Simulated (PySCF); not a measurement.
Species: C₆H₈OS (charge +1 and doublet state).
SMILES with atom numbers: `[O:1]=[S@@:2]1[CH+:3][CH:4][C@H:5]2[CH2:6][C@@H:7]1[CH2:8]2` (hydrogens: H9 on C3; H10 on C4; H11 on C5; H12, H13 on C6; H14 on C7; H15, H16 on C8)

Structure used (GFN2-xTB), in Å, numbered top down from 1:
```
atom  x, y, z in Å
O1     1.8343    2.0795    0.7101
S2     1.0863    0.9508    1.1888
C3     1.7004   -0.5367    0.3560
C4     0.8752   -1.2133   -0.4325
C5    -0.5377   -0.7948   -0.6214
C6    -1.1741   -0.4340    0.7393
C7    -0.6618    0.9820    0.5301
C8    -0.5661    0.7165   -0.9708
H9     2.7413   -0.7574    0.5197
H10    1.2557   -2.0532   -1.0043
H11   -1.0948   -1.4587   -1.2791
H12   -2.2631   -0.4757    0.7279
H13   -0.8148   -0.9873    1.6055
H14   -1.1931    1.8497    0.9135
H15   -1.4813    1.0277   -1.4746
H16    0.2858    1.1138   -1.5195
```

The hyperfine couplings belong to this conformer and change with its torsions.

Computed, not measured: PySCF, UKS B3LYP, pcH-1 on C H O S, non-relativistic, mean-field spin-orbit, GIAO. Geometry: GFN2-xTB; no solvent, vibrations or thermal averaging. Couplings are sensitive to structure, and on GFN2-xTB geometries they can be far from those on DFT ones, by a factor of two or more for some ions and for spin on atoms past the first row. No stability test was run, so a lower SCF solution isn't excluded.

Q: Where do the isotropic ENDOR lines of H10, H12, H15, H9, H14, H11 and H13 fall at 343.3 mT, to first order?

A: ν± = |νn ± a/2|, one line for each electron-spin manifold; νn = |g_N| × 7.62259 MHz/T × B.

```
nuclei  isotope     g_N  νn (MHz)  a_iso (MHz)  lower line (MHz)  upper line (MHz)
   H10       1H  5.5857     14.62        27.11              1.06             28.17
   H12       1H  5.5857     14.62        16.32              6.45             22.78
   H15       1H  5.5857     14.62         9.04             10.10             19.13
    H9       1H  5.5857     14.62        -5.73             11.75             17.48
   H14       1H  5.5857     14.62        -5.61             11.81             17.42
   H11       1H  5.5857     14.62         4.56             12.34             16.90
   H13       1H  5.5857     14.62         4.22             12.50             16.73
```

Q: Which pairs are centred on the nuclear Larmor frequency, and which on half the coupling?

A: Centred on νn, since |a| < 2νn: H10, H12, H15, H9, H14, H11 and H13. No pair has |a| > 2νn.

Q: At what field would the lower line of H12 fall to zero frequency?

A: Where νn = |a|/2, that is B = 8.16 MHz/(5.5857 × 7.62259 MHz/T) = 192 mT, as far as first order holds there.

On an Arm Neoverse V1 with one thread, no GPU, on a shared host, this took 1.9 min of wall time (with the writing of density and orbital grids) and 0.96 GiB of memory at its peak.

The SMILES draws the unpaired electron on C4; the largest computed Mulliken spin population is on O1 (0.48 against 0.05).
